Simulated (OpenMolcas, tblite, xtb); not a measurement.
## GeH2Cl2 (dichlorogermane): methods side by side

The species is GeH2Cl2 (5 atoms), meant as a singlet with charge 0. As SMILES, `[Cl][GeH2][Cl]`. Geometry: relaxed at PBE0-D4/def2-TZVP.

Each level gives the electronic atomisation energy (eV). The values are calculated. Electronic energies at fixed atoms, without zero-point motion or spin-orbit coupling.

```csv
level,kind,program,value (eV),CPU time (all runs)
GFN1-xTB,semi-empirical,tblite,16.14,under 2 s
GFN0-xTB,semi-empirical,xtb,19.58,under 2 s
HF/def2-SVPD,Hartree–Fock,OpenMolcas,10.01,29 s
SVWN5/def2-SVPD,LDA,OpenMolcas,15.50,45 s
BLYP/def2-SVPD,GGA,OpenMolcas,12.88,55 s
PBE/def2-SVPD,GGA,OpenMolcas,13.49,55 s
M06-L/def2-SVPD,meta-GGA,OpenMolcas,13.98,76 s
PBE0/def2-SVPD,global hybrid,OpenMolcas,13.43,48 s
```

All-electron rows without a relativistic Hamiltonian named are non-relativistic. The values span 10.01 to 19.58 eV. The xTB rows lack spin polarisation, so open shells miss the exchange term that lowers them. Times are those of the runs behind each value, whatever else they computed, on shared processors of several kinds: orders of magnitude only.
